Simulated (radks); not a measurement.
Values are calculated unless marked as measured or tabulated.
Q: These are the eigenvalues of the occupied orbitals of an atom or ion with whole-number occupations (hartree). Code: a radial shooting solver on a logarithmic mesh with Libxc functionals. Model: scalar-relativistic Kohn-Sham, LB94 model potential, spin-polarised, spherical densities, finite nucleus; Fermi nuclear charge, rms radius of each element as measured or else 0.836 A^(1/3) + 0.57 fm.

orbital  eigenvalue
1s up     -2879.130

Which element is it, and in what charge state? The configuration may be excited. Open shells, if any, are filled with parallel spins first.

A: Z = 73, tantalum, charge +72: Ta72+ in 1s1. The 1s level, -2879.1 hartree, gives Z - s = 75.9 by -(Z - s)^2/2, which with screening and relativity narrows Z to a few neighbours, and with so few levels the electron count can be read from the list.
